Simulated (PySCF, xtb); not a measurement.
NbF6, SMILES [F][Nb-]([F])([F])([F])([F])[F], charge -1, multiplicity 1.

Harmonic wavenumbers (cm⁻¹) from GFN2-xTB (xtb) at its own minimum, in rising order: 118, 118, 118, 228, 228, 228, 246, 247, 247, 330, 330, 414, 450, 451, 451.

What does PBE-D3(BJ)/def2-SVPD in PySCF give at its own minimum? (Estimate from the structure and the level; the computed values follow.)

116, 116, 116, 231, 231, 231, 256, 256, 256, 540, 540, 611, 611, 611, 632. Paired by order, the mean absolute difference is 77 cm⁻¹ and the zero-point energies are 6.0 and 7.7 kcal/mol.
